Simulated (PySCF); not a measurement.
**Computed vibrations of [Pm(NH3)3]3+**

[Pm(NH3)3]3+ (singlet in the valence; each metal's 4f electrons, 4 of them, lie in its core potential, out of spins and levels). PySCF 2.14.0, RKS PBE0, Pm lcecp-1-SVP with ECP50, N def2-SVP, H def2-SVP; non-relativistic Hamiltonian with scalar-relativistic core potentials where named; density fitting; no spin-orbit coupling. Central differences of gradients.

```xyz
13

Pm    0.0000    0.0000   -0.2050
N     2.3531   -0.0014    0.5584
H     2.5809   -0.6331    1.3478
H     3.0450   -0.2808   -0.1621
H     2.7210    0.9113    0.8826
N    -1.1754    2.0385    0.5584
H    -0.7421    2.5517    1.3478
H    -1.2793    2.7775   -0.1621
H    -2.1497    1.9008    0.8826
N    -1.1777   -2.0372    0.5584
H    -1.8387   -1.9185    1.3478
H    -1.7657   -2.4967   -0.1621
H    -0.5712   -2.8121    0.8826
```

Run from Python with OMP_NUM_THREADS=2. Where DIIS fails, smearing, a level shift and second-order steps follow.
It took 2.6 min on 2 threads of Arm Neoverse V1, with other jobs on the host.

**Question.** What are the harmonic wavenumbers and infrared intensities?

**Answer.** Modes are labelled in C3; negative numbers are unstable modes, those under 60 cm⁻¹ near the noise; a finer grid moves soft modes by up to 10 cm⁻¹.
| cm⁻¹ | km/mol | symmetry |
| --- | --- | --- |
| 21 | 0.1 | e |
| 21 | 0.1 | e |
| 25 | 0.4 | a |
| 51 | 9.2 | a |
| 74 | 4.2 | e |
| 74 | 4.2 | e |
| 349 | 0.3 | a |
| 355 | 11.1 | e |
| 355 | 11.1 | e |
| 627 | 0.3 | a |
| 643 | 31.5 | e |
| 643 | 31.5 | e |
| 671 | 173.3 | a |
| 672 | 72.9 | e |
| 672 | 72.9 | e |
| 1410 | 181.0 | e |
| 1410 | 181.0 | e |
| 1415 | 31.9 | a |
| 1606 | 78.6 | a |
| 1608 | 52.0 | e |
| 1608 | 52.0 | e |
| 1610 | 28.2 | e |
| 1610 | 28.2 | e |
| 1611 | 58.4 | a |
| 3351 | 341.0 | e |
| 3351 | 341.0 | e |
| 3360 | 15.3 | a |
| 3421 | 25.7 | e |
| 3421 | 25.7 | e |
| 3422 | 440.5 | a |
| 3430 | 18.0 | a |
| 3432 | 222.3 | e |
| 3432 | 222.3 | e |

**Question.** Is this a minimum?

**Answer.** Yes, within the noise of the softest modes. Ideal gas at 298.15 K and 1 bar: S = 452.6 J/(mol K), Cp = 128.2 J/(mol K), H − H(0 K) = 28.3 kJ/mol (rigid rotor, harmonic modes, spin degeneracy alone, that of the 4f electrons in the core included; the modes under 60 cm⁻¹ make these uncertain).

An lcecp potential fixes the number of 4f electrons, so in runs with it no electron can move into or out of that shell.
